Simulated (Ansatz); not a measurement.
A geometry relaxed with PBE0-D4/def2-TZVP (Ansatz, a quantum-chemistry and plane-wave program), charge 0, multiplicity 1:

```xyz
11

H      0.2122     1.6613     0.0243
H      0.0003     0.7336     1.5058
H     -1.5490    -0.0873    -1.7102
H     -1.8393    -1.3587     0.3202
H      1.6743    -0.5018    -1.5088
Si     1.5413    -0.4011    -0.0307
C      0.0577     0.6500     0.4153
H      2.7950     0.1853     0.5157
H      1.3839    -1.7733     0.5216
H     -2.6995     0.8920     0.1725
Si    -1.5769    -0.0001    -0.2256
```

Q: Write the SMILES of this molecule.

A: `[SiH3]C[SiH3]`
